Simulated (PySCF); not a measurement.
**Electronic structure of Br (bromine, neutral) at the UHF level**

Configuration: [Ar] 3d10 4s2 4p5, 2P determinant. All numbers are calculated (PySCF 2.14, the spin-free X2C one-electron Hamiltonian (Gaussian nucleus), in x2c-SVPall (5s4p3d, 32 functions)).

| Item | Value |
| --- | --- |
| Total energy | -2603.957041 hartree |
| One-electron energy | -3622.3322 hartree |
| Hartree (Coulomb) energy | 1109.5540 hartree |
| Exchange energy | -91.1789 hartree |
| ⟨S²⟩ | 0.7555 |
| ⟨L²⟩ | 2.018 |
| Sum of ⟨r⟩ | 25.65 bohr |
| Sum of ⟨r²⟩ | 39.42 bohr² |
| Traceless quadrupole moment −½Σ⟨3z² − r²⟩ along its main axis | 2.10 e·bohr² |
| Langevin diamagnetic susceptibility | -31.2 ×10⁻⁶ cm³/mol |
| Time after the integrals | 0.06 s of wall time on 1 thread of AMD EPYC 9R45 96-Core Processor (shared host) |

```
shell  electrons  mean orbital energy (eV)  spread (eV)  rms radius, mean of both spins (bohr)
 1s α          1                  -13554.3            0                                 0.0493
 1s β          1                  -13554.2            0                                 0.0493
 2s α          1                   -1824.9            0                                  0.205
 2s β          1                   -1824.9            0                                  0.205
 2p α          3                   -1604.9        0.205                                  0.183
 2p β          3                   -1604.8        0.077                                  0.183
 3s α          1                   -277.25            0                                  0.588
 3s β          1                   -277.03            0                                  0.588
 3p α          3                   -205.34        0.677                                  0.607
 3p β          3                   -205.04        0.038                                  0.607
 3d α          5                   -85.704        0.632                                  0.652
 3d β          5                   -85.552        0.360                                  0.652
 4s α          1                   -29.050            0                                   1.84
 4s β          1                   -26.167            0                                   1.84
 4p α          3                   -12.783        1.804                                   2.25
 4p β          2                   -11.584            0                                   2.25
```

Densities and radii are taken from the X2C orbitals without a picture-change correction, which distorts them close to the nucleus.
